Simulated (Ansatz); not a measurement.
`[BH2][SbH][SiH3]` + `FC[SiH2]F` → `[F][SbH][SiH3]` + `B[SiH2]CF` at 298.15 K and 1 bar (redistribution).

Calculated with Ansatz (gas phase, PBE0-D4/def2-TZVP geometries, no zero-point term in ΔE). CCSD(T)/CBS is the MP2 limit (def2-TZVPP, def2-QZVPP) plus CCSD(T) − MP2 in def2-TZVPP, frozen cores. Elements past krypton have def2 core potentials. For Sb outer-core shells are correlated without core-valence functions, which leaves a few kJ/mol of doubt a bond. One conformer a species, not always the lowest.

```json
{"species": "`[BH2][SbH][SiH3]`", "CCSD(T)/CBS energy (Eh)": "-557.46017", "H − E (kJ/mol)": "155.9", "S (J/(mol·K))": "349.9"}
{"species": "`FC[SiH2]F`", "CCSD(T)/CBS energy (Eh)": "-529.16787", "H − E (kJ/mol)": "146.8", "S (J/(mol·K))": "309.2"}
{"species": "`[F][SbH][SiH3]`", "CCSD(T)/CBS energy (Eh)": "-631.30007", "H − E (kJ/mol)": "105.1", "S (J/(mol·K))": "332.0"}
{"species": "`B[SiH2]CF`", "CCSD(T)/CBS energy (Eh)": "-455.26817", "H − E (kJ/mol)": "193.6", "S (J/(mol·K))": "338.4"}
```

H − E and S are ideal-gas, rigid-rotor, harmonic terms from PBE0-D4/def2-TZVP, for one conformer and one mirror image of each species. 1 Eh = 2625.50 kJ/mol, R = 8.31446 J/(mol·K).

Problem. By hand: ΔE, ΔH, ΔS and ΔG.

Solution. ΔE = (-631.30007) + (-455.26817) − (-557.46017) − (-529.16787) = 0.05980 Eh = 157.0 kJ/mol. Δ(H − E) = 105.1 + 193.6 − 155.9 − 146.8 = -4.0, so ΔH = 153.0 kJ/mol. ΔS = 332.0 + 338.4 − 349.9 − 309.2 = 11.3 J/(mol·K). ΔG = 153.0 − 298.15 × (11.3)/1000 = 149.6 kJ/mol.

Problem. By hand: the equilibrium constant, and the temperature at which ΔG would vanish if ΔH and ΔS stayed fixed.

Solution. log₁₀ K = −ΔG/(RT ln 10) = -26.2. ΔG = 0 at ΔH/ΔS = 13540 K, far beyond where these terms or the molecules hold.

The number of gas molecules stays the same, so ΔS is small and ΔH decides. A doubt of 5 kJ/mol in ΔE shifts log₁₀ K by 0.9 here. Other conformers and mirror images would add mixing entropy, several J/(mol·K) or more a flexible species. Modes under 60 cm⁻¹, often nearly free rotors, make the harmonic entropy too high. These are equilibria of isolated gas molecules and say nothing of rates. Largest T1 diagnostic: 0.015 (customary marks: 0.02 for closed shells, 0.045 for open ones).
